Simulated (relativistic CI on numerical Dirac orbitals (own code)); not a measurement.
## Radial parameters of Cd³⁺

Computed by Dirac-Coulomb-Breit CI, KLI orbitals optimised for each configuration, model QED (radiative potential, 1s self-energy scaled to tabulated hydrogen-like ionisation energies), valence Slater integrals scaled by 0.85, P86 correlation energy added to each configuration (own radial code, finite nucleus).

Slater integrals F^k, G^k are unscaled and averaged over j, outside the closed core [Ar] 3d10 4s2; ζ comes from projecting the Hamiltonian with its Breit term on Σ l·s of the shell.

- 4p⁶4d⁹: ζ(4d) = 2244.1 cm⁻¹; <r>(4d) = 1.195, <r^2>(4d) = 1.682 (bohr units).
- 4p⁶4d⁸5s: F^2(4d,4d) = 85789, F^4(4d,4d) = 56537, ζ(4d) = 2379.8, G^2(4d,5s) = 16237 cm⁻¹; <r>(4d) = 1.169, <r^2>(4d) = 1.607, <r>(5s) = 2.238, <r^2>(5s) = 5.62 (bohr units).
- 4p⁶4d⁸4f: F^2(4d,4d) = 86735, F^4(4d,4d) = 57243, ζ(4d) = 2412.2, F^2(4d,4f) = 15453, F^4(4d,4f) = 7319.7, G^1(4d,4f) = 12200, G^3(4d,4f) = 7015.8, G^5(4d,4f) = 4797.9, ζ(4f) = -31.68 cm⁻¹; <r>(4d) = 1.159, <r^2>(4d) = 1.574, <r>(4f) = 3.871, <r^2>(4f) = 17.43 (bohr units).

Give the Racah parameters of the d shell in 4p⁶4d⁸5s.

B = F²/49 − 5F⁴/441 = 1110 cm⁻¹ and C = 35F⁴/441 = 4487 cm⁻¹; values fitted to spectra at such low charge are typically 15 to 30 % smaller.

In this model ζ of a weakly bound d, f or g electron outside closed shells comes out too small, for d by up to a factor of two or three and at times with the wrong sign; that of an outer p electron is too small as well.

Correlation outside the listed configurations is missing or only estimated: errors of thousands of cm⁻¹ between configurations and terms are usual at this charge. Rates and lifetimes follow the computed energies and can be off by large factors. The fine structure of a lone outer electron comes out too small, for d and f at times inverted, and misplaced configurations move strength between like terms. 28 of the 42 excited levels that our extract of the measured tables holds in this range could be paired (the sources list more); they are missed by 5086 cm⁻¹ on average and 7142 at most, and levels without a partner can miss by more.

Averages of the first 10 configurations, taken without configuration mixing, which lowers the lowest level and can move excited configurations by several eV; other configurations of the list can lie among them:

| Configuration | Parity | States | Average energy above the lowest level (eV) |
| --- | --- | --- | --- |
| 4p⁶4d⁹ | even | 10 | 0.6 |
| 4p⁶4d⁸5s | even | 90 | 16.3 |
| 4p⁶4d⁸4f | odd | 630 | 40.2 |
| 4p⁶4d⁸5p | odd | 270 | 24.5 |
| 4p⁶4d⁸5d | even | 450 | 34.8 |
| 4p⁶4d⁷5s² | even | 120 | 35.4 |
| 4p⁶4d⁸6s | even | 90 | 35.8 |
| 4p⁶4d⁸6p | odd | 270 | 38.7 |
| 4p⁶4d⁷4f² | even | 10920 | 85.0 |
| 4p⁵4d¹⁰ | odd | 6 | 64.8 |
